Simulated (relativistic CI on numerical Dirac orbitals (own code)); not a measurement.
# Ni⁴⁺ in a cubic cluster: 3p photoemission with charge transfer

Computed with a charge-transfer multiplet model of a cubic metal-ligand cluster with up to 2 ligand holes, Slater and spin-orbit integrals from Dirac-Coulomb-Breit ions, Slater integrals scaled by 0.7. The ground state mixes d6 with configurations of k ligand holes L, whose averages lie at kΔ + k(k − 1)U_dd/2; a core hole lowers each added d electron by U_cd. 300 K, Lorentzian 0.9 eV and Gaussian 0.8 eV FWHM.

Atomic integrals in eV (Slater integrals scaled, ζ unscaled), ground: F2dd 9.934, F4dd 6.234, zeta_d 0.099; with the core hole: F2dd 10.570, F4dd 6.661, zeta_d 0.106, zeta_core 1.544, F2cd 10.871, G1cd 13.277, G3cd 8.210.

Cluster parameters (eV): Δ = -1.4, U_cd = 10.5, 10Dq = 1.65, 10Dq(ligand) = 1, V(eg) = 1.75, V(t2g) = -0.88, final-state hopping factor = 0.9.

Weights, n_d and S are thermal averages at 300 K. Binding energies count from the first peak over 30 % of the highest in each spectrum, which can be another peak from case to case. The parameters are a model scan and need not match a compound or its usual spin state. Peaks in eV (height, largest 100): 0.0 (100), 6.2 (83), 9.0 (86), 12.4 (55), 15.5 (55), 18.1 (42), 22.1 (31), 24.5 (33), 28.1 (7), 32.5 (6).

Which parameters give this spectrum?
A. U_dd = 6 eV
B. U_dd = 10.2 eV
C. U_dd = 8.1 eV

A. U_dd = 6 eV; the ground state then has 6.89 d electrons and S = 0.07. The choice follows from running the model for each set and comparing peak positions and heights. The space is cut while the next configuration still counts.
